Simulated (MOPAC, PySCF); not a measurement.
C2H5NO, SMILES `[H]/N=C(\C)O` (N–C–O–H torsion 0°), neutral singlet in the gas phase. 

Cartesian coordinates (Å):
SMILES: C/C(O)=N\[H]
```xyz
9

C     -1.0419    -0.1014     0.0413
C      0.4537    -0.0093     0.0025
N      1.1877     0.9544    -0.3616
O      1.0276    -1.1585     0.4319
H     -1.3742    -0.3169     1.0581
H     -1.3794    -0.9237    -0.5918
H     -1.4985     0.8254    -0.2982
H      0.6387     1.7540    -0.6602
H      1.9863    -1.0241     0.3779
```
Charge 0, spin multiplicity 1.

All levels are single points at this geometry (B3LYP-D3(BJ)/def2-TZVP); Pople sets use spherical d functions. Orbital energies aren't observables, and empty levels follow the basis.

SVWN5/6-31G* in PySCF gives dipole (D) = 1.39.

**Question.** Estimate the dipole (D) from each of these levels: B3LYP-D3(BJ)/def2-TZVP in PySCF; PBE-D3(BJ)/def2-TZVP in PySCF; B3LYP/6-311+G** in PySCF; B3LYP/6-31G* in PySCF; M06-2X/6-31G* in PySCF; HF/6-31G* in PySCF; HF/STO-3G in PySCF; PM3 in MOPAC.

**Answer.** 
| level | dipole (D) |
|---|---|
| B3LYP-D3(BJ)/def2-TZVP in PySCF | 1.56 |
| PBE-D3(BJ)/def2-TZVP in PySCF | 1.47 |
| B3LYP/6-311+G** in PySCF | 1.70 |
| B3LYP/6-31G* in PySCF | 1.43 |
| M06-2X/6-31G* in PySCF | 1.49 |
| HF/6-31G* in PySCF | 1.73 |
| HF/STO-3G in PySCF | 1.37 |
| PM3 in MOPAC | 1.59 |
